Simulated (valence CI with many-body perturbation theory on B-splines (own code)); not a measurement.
**Nd XXII: fill in the table**

Calculated by relativistic CI+MBPT: three valence electrons over a frozen Dirac-Fock core [Kr], a basis of 9 s, 9 p, 10 d, 8 f, 5 g, 3 h, 1 i functions for each j, with the one-electron correlation potential Σ1, the two-electron term Σ2, the three-electron term Σ3, Breit, model QED; selected CI, second order for the rest (own B-spline code, finite nucleus).

No measured spectrum was set against this ion. As an estimate, terms of the open shell hold to 2 to 4 % of their energy, and close levels can change places. Only levels of the ground parity were solved; by the run's estimate the other parity begins above the list, which can be wrong where configurations are misplaced.

```tsv
Level	E (eV)
(4d3/2^3) J=3/2	0.000
(4d3/2^2 4d5/2) J=5/2 [a]	?
(4d3/2^2 4d5/2) J=7/2	5.431
(4d3/2^2 4d5/2) J=3/2	5.655
(4d3/2^2 4d5/2) J=9/2	6.226
(4d3/2^2 4d5/2) J=1/2	?
(4d3/2 4d5/2^2) J=7/2 [a]	9.769
(4d3/2^2 4d5/2) J=5/2 [b]	10.071
(4d3/2 4d5/2^2) J=9/2	?
(4d3/2 4d5/2^2) J=3/2 [a]	11.707
(4d3/2 4d5/2^2) J=1/2	12.343
(4d3/2 4d5/2^2) J=11/2	12.942
(4d3/2 4d5/2^2) J=5/2 [a]	?
(4d3/2 4d5/2^2) J=5/2 [b]	?
(4d3/2 4d5/2^2) J=7/2 [b]	15.474
(4d5/2^3) J=9/2	?
(4d5/2^3) J=3/2	17.301
(4d3/2 4d5/2^2) J=3/2 [b]	22.002
(4d5/2^3) J=5/2	23.154
```

Levels are named by their leading jj configuration (3d3/2^4 stands for four electrons in 3d with j = 3/2), which in mixed levels can hold well under half, so a name can repeat and another be missing. Letters in brackets count levels of one name in rising energy.

(1) The levels stand in rising order. What does the calculation give for the missing energies?

Results:

(1) (4d3/2^2 4d5/2) J=5/2 [a] 3.427; (4d3/2^2 4d5/2) J=1/2 6.635; (4d3/2 4d5/2^2) J=9/2 10.315; (4d3/2 4d5/2^2) J=5/2 [a] 13.920; (4d3/2 4d5/2^2) J=5/2 [b] 14.785; (4d5/2^3) J=9/2 16.072.
